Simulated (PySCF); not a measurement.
Ionisation energy of Pr(3+) by level of theory

Pr(3+) [Xe] 4f2 [4f5/2^2, M_J = 4] → Pr(4+) [Xe] 4f1 [4f5/2^1, M_J = 5/2], as a difference of total energies. All numbers are calculated (PySCF 2.14, the two-component X2C-1e Hamiltonian, in x2c-TZVPPall-2c). Correlated levels: [Ar] 3d10 frozen; the 18 highest virtual spinors dropped. "Screened" scales the spin-orbit matrix elements by Boettger's factors to mimic the two-electron term; Breit and QED terms are absent.

```tsv
method	ionisation energy (eV)
GHF (spin-free)	37.308
GMP2 (spin-free)	38.184
GHF (screened spin-orbit)	37.346
GMP2 (screened spin-orbit)	38.227
```

**Question.** How much does correlation contribute at GMP2 (screened spin-orbit)?

**Answer.** 38.227 − (37.346) = 0.881 eV, measured against GHF (screened spin-orbit).

The spin-free rows relax to the high-spin LS determinant and lack the spin-orbit shift.

The labels give the starting determinants; with spin-orbit coupling the two ends relaxed to ⟨J²⟩ = 20.87, ⟨L²⟩ = 29.72, ⟨S²⟩ = 1.98 and ⟨J²⟩ = 8.82, ⟨L²⟩ = 12.05, ⟨S²⟩ = 0.79.

The determinant of Pr(3+) mixes levels of different J (the jj label is only the starting occupation), so the difference between spin-free and spin-orbit rows is not the physical spin-orbit shift.

For comparison: 38.981 ± 0.025 eV (semi-empirical (NIST evaluation); NIST Atomic Spectra Database, ionization energies).
